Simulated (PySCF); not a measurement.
**Two-component Hartree-Fock for Si(3+) (silicon, charge +3)**

Start: [Ne] 3s1; 3s1/2 filled at m_j = +1/2. Calculated with PySCF 2.14 in x2c-SVPall-2c: generalised Hartree-Fock with the X2C-1e Hamiltonian and a Gaussian nucleus; one run each with spin-orbit coupling (SO) switched off, then screened by Boettger's factors.

```csv
spinor shell,electrons,"ε, spin-free (eV)","ε, screened SO (eV)",weight of nominal j (screened SO),"rms radius, screened SO (bohr)"
1s1/2,2,-1913.8,-1913.8,1.000,0.129
2s1/2,2,-204.50,-204.50,1.000,0.612
2p1/2,2,-152.34,-152.85,0.942,0.594
3s1/2,1,-44.489,-44.489,1.000,2.03
```

Task: Where does 2p3/2 lie, and what is the 2p spin-orbit splitting (screened SO)?

Result: At -152.08 eV, 0.764 eV above 2p1/2.

```
   quantity   spin-free  screened SO
E (hartree)  -287.31248   -287.31262
        M_J         1/2          1/2
       ⟨J²⟩       0.750        0.750
       ⟨L²⟩       0.000        0.000
       ⟨S²⟩       0.750        0.750
```

Each row is a mean over spinors that exchange with the open shell spreads, by up to 0.927 eV (2s1/2).

Without spin-orbit coupling the j labels of p, d and f shells carry no meaning; the spin-free column gives the mean over the occupied spinors of each nl shell.
